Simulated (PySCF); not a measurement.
## Excitation energy of W by level of theory

W [Xe] 4f14 5d4 6s2 (5D) → W [Xe] 4f14 5d5 6s1, s spin flipped, as a difference of total energies. Computed with PySCF 2.14 in ANO-RCC-VTZP (8s7p5d3f2g1h, 104 functions), with the spin-free X2C one-electron Hamiltonian (Gaussian nucleus). Correlated levels: valence: [Xe] 4f14 frozen. The calculations carry no spin-orbit coupling.

| method | excitation energy (cm⁻¹) |
| --- | --- |
| UHF | 8494.9 |
| MP2 (valence) | 9743.7 |
| SCS-MP2 (valence) | 10967 |

**Question.** How much does correlation contribute at MP2 (valence)?

**Answer.** 9743.7 − (8494.9) = 1248.8 cm⁻¹, measured against UHF.

The upper determinant mixes two multiplicities, so it lies between the two terms.

The coupled-cluster amplitudes are large for the upper state (T1 above 0.03 or a double amplitude above 0.15), so a single reference is strained.
